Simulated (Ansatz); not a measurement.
A nudged elastic band was laid between two geometries of H₇N₃Si (11 atoms, charge 0, multiplicity 1).

The calculation used RKS B3LYP/def2-SVP (Ansatz).

```yaml
movable_images: 7
climbing_image: yes
spring: 5.0 eV/Å²
optimiser: quadratic models (default)
start_path: through a guess of the saddle point
force_threshold: 0.05 eV/Å
iteration_limit: 60
end_points: relaxed
```

Image 0:

```xyz
11
Properties=species:S:1:pos:R:3
Si 0.047 -0.022 0.232
H -0.215 -0.252 1.687
N 1.770 0.175 0.163
H 2.363 -0.330 0.815
H 2.246 0.329 -0.721
N -0.569 1.381 -0.567
H -1.562 1.455 -0.765
H -0.155 2.289 -0.383
N -0.782 -1.339 -0.538
H -0.837 -2.241 -0.075
H -0.769 -1.446 -1.548
```

Image 8:

```xyz
11
Properties=species:S:1:pos:R:3
Si -1.139 0.043 0.494
H 1.983 0.041 1.636
N 2.269 -0.003 0.655
H 1.825 -0.844 0.280
H 1.785 0.774 0.199
N -0.832 1.332 -0.634
H -0.649 1.257 -1.633
H -0.897 2.303 -0.341
N -0.950 -1.322 -0.565
H -1.098 -2.267 -0.223
H -0.762 -1.315 -1.566
```

Q: Which bonds break or form, and what moves?

A: Bonds broken: Si1–H2, Si1–N3. Bonds formed: H2–N3. H7N3Si becomes H3N + H4N2Si.

Q: Give the energies along the band, and the barrier.

A: It converged. The highest image is number 4 of 0 to 8, 74.4 kcal/mol above the first end and 39.4 kcal/mol above the last; the last end lies 35.0 kcal/mol above the first. The profile has 2 maxima (images 4, 7) with wells between them (image 6): this band takes more than one step, which may be the mechanism or a detour left from its start path. Neighbouring images differ by up to 2.2 eV, so the band resolves the path poorly. A vibrational analysis at the climbing image gives 3 clearly imaginary modes (1500i, 142i, 74i cm⁻¹): a point of higher order. A lower path may pass nearby, or the ends, which weren't checked, may share the extra mode. The orbitals stay closed-shell, which can raise the energy where a bond breaks towards radicals; this wasn't checked here.

```
image  path coordinate (Å)  energy (kcal/mol)  Si1–H2 (Å)  Si1–N3 (Å)  H2–N3 (Å)
    0                 0.00                0.0        1.50        1.74       2.54
    1                 0.74                1.4        1.50        1.73       2.59
    2                 1.49                3.8        1.50        1.74       2.66
    3                 2.23               24.2        1.49        1.74       2.19
    4                 2.97               74.4        1.63        1.95       1.41
    5                 3.65               43.7        2.26        2.21       1.03
    6                 4.33               36.3        2.78        2.29       1.02
    7                 5.00               37.3        2.74        3.02       1.02
    8                 5.68               35.0        3.32        3.41       1.02
```

Q: What is the geometry of the highest image?

A: 
```xyz
11
Properties=species:S:1:pos:R:3
Si -0.262 0.069 0.373
H 0.896 -0.010 1.520
N 1.688 -0.044 0.360
H 2.180 -0.902 0.091
H 2.259 0.786 0.174
N -0.606 1.421 -0.692
H -1.418 1.311 -1.298
H -0.618 2.353 -0.286
N -0.852 -1.322 -0.481
H -1.073 -2.182 0.007
H -0.661 -1.481 -1.468
```

Run time: 4 min on 2 threads of Arm Neoverse V1, on a shared host, peak memory 0.19 GiB.
